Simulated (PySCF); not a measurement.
GeH7NSi, SMILES [GeH3][NH][SiH3]. Atoms are numbered in the order given.

```xyz
10

Si     2.0616     0.2725     0.2463
N      0.6170    -0.3211    -0.5183
Ge    -1.1417    -0.0676    -0.0086
H      3.1603    -0.7328     0.1237
H      2.5810     1.5567    -0.3244
H      1.7445     0.5067     1.6841
H      0.7258    -0.7133    -1.4512
H     -1.9403    -1.3378    -0.3706
H     -1.7873     1.1471    -0.7186
H     -1.1300     0.1675     1.5123
```
Charge 0, spin multiplicity 1.

Coordinates come from a B3LYP-D3(BJ)/def2-SVP optimisation. This is a generated structure with no PubChem entry under its InChIKey; it may be hypothetical.

Two levels are set side by side: PBE/pcSseg-1 (PySCF) and PBE0/pcSseg-1 (PySCF). GIAO shifts against GeH4 (⁷³Ge), NH3 (¹⁵N), TMS (²⁹Si), TMS (¹H) at the same level; non-relativistic, no solvent, atoms listed together averaged. Differences are taken from unrounded values.

```
quantity               PBE0
--------------------  -----
δ(²⁹Si) of Si1 (ppm)  -46.0
δ(¹⁵N) of N2 (ppm)     -8.8
δ(⁷³Ge) of Ge3 (ppm)  203.0
δ(¹H) of H7 (ppm)     -0.96
```

### Question
What does PBE give, and how far is it from PBE0? (An estimate is asked for; the answer gives what the named calculation found.)

### Answer

| quantity | PBE | PBE minus PBE0 |
|---|---|---|
| δ(²⁹Si) of Si1 (ppm) | -48.0 | -2.1 |
| δ(¹⁵N) of N2 (ppm) | -0.5 | 8.3 |
| δ(⁷³Ge) of Ge3 (ppm) | 221.1 | 18.1 |
| δ(¹H) of H7 (ppm) | -0.95 | 0.01 |

Rough cost on one machine, each run with all the roots and properties that it gave: PBE0 against PBE within a factor of 2.
